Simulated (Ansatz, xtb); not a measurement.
## Ranking isomers of C2H7ClOSi

3 gas-phase structures of C2H7ClOSi, from a drawn sample of its isomers (lower ones may exist). Each was relaxed with GFN2-xTB; where two conformers were screened, the lower at r2SCAN-D4/def2-SVP is listed:

A. `C[Si@@H](O)CCl`, a singlet
B. `C[Si@@H](Cl)CO`, a singlet
C. `C[Si](C)(O)Cl`, a singlet

Question: Estimate their order in r2SCAN-D4/def2-SVP energy at these geometries, lowest first.

Answer: Calculated order at r2SCAN-D4/def2-SVP: C (0.0), A (43.4), B (46.2) kcal/mol.

Energies above the lowest of each column, in kcal/mol; the last columns are at B3LYP/def2-SVP geometries:

```tsv
structure	GFN2-xTB	HF/STO-3G	r2SCAN-D4/def2-SVP	B3LYP/def2-SVP	CCSD(T)/def2-SVP + ΔMP2/def2-TZVPP
C	0.0	0.0	0.0	0.0	0.0
A	27.4	41.2	43.4	44.2	45.0
B	36.3	23.7	46.2	47.3	53.1
```

Every level run on C puts it lowest or level with the lowest. Flexible structures stand in one conformer each, not always the lowest. The ΔMP2 step shifts differences by up to 4.6 kcal/mol, which makes them less sure. ΔMP2 is the change of the MP2 energy from the smaller to the larger basis.

Programs: Ansatz 0.2.0, xtb 6.7.1.
